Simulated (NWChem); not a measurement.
Species: SnH$_{2}$BrF; SMILES [SnH2]([Br])[F]

Results from NWChem. The geometry was optimised at PBE0/def2-SVP. def2 effective core potentials on Sn; no spin-orbit coupling.

For level TPSS/def2-SVP:

```yaml
highest occupied level (eV): -7.29
orbital gap (eV): 5.16
```

**Question.** How do the values read with level PBE/def2-SVP instead?

**Answer.** 
- highest occupied level (eV) = -7.11
- orbital gap (eV) = 4.90
